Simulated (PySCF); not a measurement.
CH3Li, SMILES [Li][CH3].

Geometry: B3LYP-D3(BJ)/def2-TZVPD. The isomer is the one that the SMILES or the coordinates give; other isomers of the formula were not compared.

Two levels are set side by side: PBE/def2-TZVPD (PySCF) and M06-2X/def2-TZVPD (PySCF). Same geometry, gas phase. Differences are taken from unrounded values.

| quantity | M06-2X | PBE | PBE minus M06-2X |
|---|---|---|---|
| orbital gap (eV) | 5.14 | 2.32 | -2.82 |
| highest occupied level (eV) | -6.16 | -3.90 | 2.26 |
| lowest empty level (eV) | -1.02 | -1.58 | -0.56 |
| dipole moment (D) | 5.65 | 5.40 | -0.24 |
| mean polarisability (bohr³) | 35.3 | 43.3 | 8.0 |

PBE's occupied levels lie high since its potential decays too fast outside the molecule; exact exchange lowers them and widens the gap. PBE's more diffuse valence density responds more strongly to a field. Differences between two approximate levels are no errors against the true value.

Rough cost on one machine, each run with all the roots and properties that it gave: M06-2X against PBE about 3 times.
